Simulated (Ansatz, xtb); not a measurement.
# Two isomers of C4H10OSi

We compare a, `COC1([SiH3])CC1`, a singlet, with b, `CO[C@@H]1C[C@H]1[SiH3]`, a singlet. Both are isolated molecules in the gas phase, relaxed with PBE0-D3(BJ)/def2-SVP; the shapes shown needn't be the lowest conformers.

a (Å):

```xyz
16

C    -1.8545   -1.5081    0.3559
C    -0.3254   -0.0263   -0.6399
C     0.8287   -0.8951   -1.0891
C     1.0928    0.4066   -0.4017
O    -0.9856   -0.4248    0.5244
Si   -1.3445    0.9415   -1.9019
H    -1.3323   -2.4013   -0.0362
H    -2.2736   -1.7494    1.3426
H    -2.6903   -1.2757   -0.3306
H    -2.4839    0.1414   -2.4478
H    -1.8953    2.1823   -1.2789
H    -0.4419    1.3113   -3.0355
H     0.9906   -1.8076   -0.5086
H     1.0441   -0.9904   -2.1573
H     1.5003    1.2437   -0.9757
H     1.4089    0.3669    0.6437
```

b (Å):

```xyz
16

C    -1.2129    0.7395    1.4245
C     0.0979    1.0327   -0.4627
C     0.2451    1.7860   -1.7277
C    -0.6544    0.5633   -1.6907
O    -0.6049    1.6463    0.5507
Si   -0.1980   -1.0167   -2.5686
H    -1.7415    1.3190    2.1937
H    -0.4708    0.0868    1.9235
H    -1.9417    0.0902    0.9029
H     0.9459    0.4187   -0.1199
H    -0.2503    2.7594   -1.7644
H     1.1974    1.7339   -2.2636
H    -1.7241    0.8022   -1.6563
H    -0.5298   -0.9561   -4.0260
H     1.2769   -1.2341   -2.4288
H    -0.9124   -2.1889   -1.9731
```

Estimate which is lower in electronic energy at CCSD(T)/def2-SVP + ΔMP2/def2-TZVPP, and by roughly how much.

The CCSD(T)/def2-SVP + ΔMP2/def2-TZVPP calculation puts structure b lower, by 0.132 eV.

Level by level:

```tsv
level	geometry	E(b) − E(a) (eV)	departure from the last row (eV)	job, with rough time for the two
GFN2-xTB	GFN2-xTB	−0.025	+0.106	optimisation, 0.25 s
HF/STO-3G	GFN2-xTB	−0.122	+0.010	single point, 0.6 s
r2SCAN-D4/def2-SVP	GFN2-xTB	−0.134	−0.003	single point, 3.6 s
PBE0-D3(BJ)/def2-SVP	PBE0-D3(BJ)/def2-SVP	−0.137	−0.005	optimisation, 63 s
HF/def2-SVP	PBE0-D3(BJ)/def2-SVP	−0.207	−0.076	part of the CCSD(T) run
MP2/def2-SVP	PBE0-D3(BJ)/def2-SVP	−0.134	−0.003	part of the CCSD(T) run
CCSD(T)/def2-SVP	PBE0-D3(BJ)/def2-SVP	−0.128	+0.004	single point
CCSD(T)/def2-SVP + ΔMP2/def2-TZVPP	PBE0-D3(BJ)/def2-SVP	−0.132		single point, 64 s
```

As drawn, both hold the same kinds of bond in the same numbers.

The levels shown agree on the order. The largest departure from CCSD(T)/def2-SVP + ΔMP2/def2-TZVPP is that of GFN2-xTB, 0.106 eV. The last row adds to CCSD(T) the change of the MP2 difference between the two basis sets, here −0.004 eV.

With thermal terms from frequencies at re-optimised GFN2-xTB minima (ideal gas, soft modes damped towards free rotors, one conformer each, 298.15 K, 1 atm): on the last row, ΔE + ΔZPE = −0.130, ΔH = −0.129, ΔG = −0.144 eV.

The correlated steps freeze 10 core orbitals. Mirror images aren't counted in ΔG. Codes used: Ansatz 0.2.0, xtb 6.7.1; the last row on 2 threads of Intel(R) Xeon(R) Platinum 8488C (Sapphire Rapids) on a shared host.
